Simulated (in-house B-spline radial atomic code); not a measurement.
Configurations of Cd5+, with energies counted from [Kr] 4d7. Method: scalar-relativistic (X2C) TPSSh, spin-polarised, spherical fractional occupations, exact exchange averaged over the configuration, Fermi nucleus of rms radius 4.6087 fm. Calculated with a B-spline radial code for spherical atoms. Shells without spins written out take the highest spin.

Occupations are held fixed; configurations that lie above the ionisation limit could autoionise.

| configuration | E - E(ref) (eV) | highest orbital | its <r> (bohr) |
| --- | --- | --- | --- |
| [Kr] 4d6 4f1 | 48.922 | 4f up | 1.909 |
| [Ar] 3d10 4s2 4p5 4d7 5s1 | 82.601 | 5s up | 1.96 |
| [Ar] 3d10 4s2 4p5 4d7 5d1 | 108.93 | 5d up | 2.753 |
| [Ar] 3d10 4s2 4p5 4d7 4f1 | 109 | 4f up | 1.874 |

Task: Order these further configurations by energy, lowest first.
A. [Kr] 4d6 5d1
B. [Ar] 3d10 4s2 4p5 4d8
C. [Kr] 4d6 5s1
D. [Kr] 4d6 5f1
E. [Ar] 3d10 4s2 4p5 4d7 5p1

Result: C (22.371 eV), A (48.597 eV), B (59.553 eV), D (62.841 eV), E (93.599 eV).
